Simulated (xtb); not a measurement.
C3H7AlO2, SMILES [O]1[Al]([O]CC1)[CH3]. All values are semi-empirical tight-binding results from xtb (GFN2-xTB unless named), good for trends rather than for accurate numbers. The structure is a stationary point at GFN2-xTB. One conformer was computed; it need not be the lowest.

Optimised geometry:

```xyz
13

C      2.6942     0.2004     0.2887
Al     0.7481     0.0655     0.0770
O     -0.2189    -1.0234    -0.8144
C     -1.5842    -0.7529    -0.6525
C     -1.7855     0.4827     0.3007
O     -0.5433     0.9741     0.7265
H      3.0137     1.2402     0.2434
H      3.1939    -0.3586    -0.5006
H      3.0120    -0.2047     1.2482
H     -2.0755    -1.6335    -0.2263
H     -2.0259    -0.5424    -1.6317
H     -2.3221     1.2768    -0.2285
H     -2.3712     0.1843     1.1760
```
Charge 0, spin multiplicity 1.

A frequency run showed that this geometry is not a minimum.

For metal compounds this method's bond lengths and energies can be far off.

Problem. Estimate the properties. (The exact figures need the calculation; the answer reports its results.)

Solution. 
| Item | Value |
|---|---|
| orbital gap | 4.39 eV |

Computed atomic charges and the Wiberg bond orders between heavy atoms:
charges (e) C1 -0.20, Al2 0.45, O3 -0.37, C4 0.07, C5 0.07, O6 -0.37, H7 0.07, H8 0.07, H9 0.07, H10 0.04, H11 0.04, H12 0.04, H13 0.04. Bond orders C1–Al2 1.04, Al2–O3 1.18, O3–C4 0.99, C4–C5 0.95, Al2–O6 1.18, C5–O6 0.99.
